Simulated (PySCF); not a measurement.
PySCF 2.14 output of an unrestricted wB97M-V calculation on a single atom or ion in dyall-av2z (13s9p2d, 50 functions), with no relativity, point nucleus:

```
SCF conv_tol = 1e-09
number electrons alpha = 5  beta = 5
    N. Mardirossian and M. Head-Gordon.,  J. Chem. Phys. 144, 214110 (2016)
cycle= 1 E= -240.39934394302  delta_E= -0.00193  |g|= 0.011  |ddm|= 0.0254
cycle= 2 E= -240.399351039208  delta_E= -7.1e-06  |g|= 0.00335  |ddm|= 0.00197
cycle= 3 E= -240.399351997762  delta_E= -9.59e-07  |g|= 0.000631  |ddm|= 0.000517
cycle= 4 E= -240.399352029803  delta_E= -3.2e-08  |g|= 1.14e-05  |ddm|= 8.21e-05
cycle= 5 E= -240.399352029819  delta_E= -1.61e-11  |g|= 2.3e-07  |ddm|= 2.65e-06
converged SCF energy = -240.399352029819  <S^2> = -5.3290705e-15  2S+1 = 1
```

The run itself started from symmetry-adapted Hartree-Fock orbitals and held the occupation by maximum overlap, on a logarithmic radial grid, so the iterations belong to that start.

Which element, charge and spin multiplicity is this?

Al³⁺ (aluminium, charge +3), multiplicity 1; the state was [Ne], closed-shell 1S.
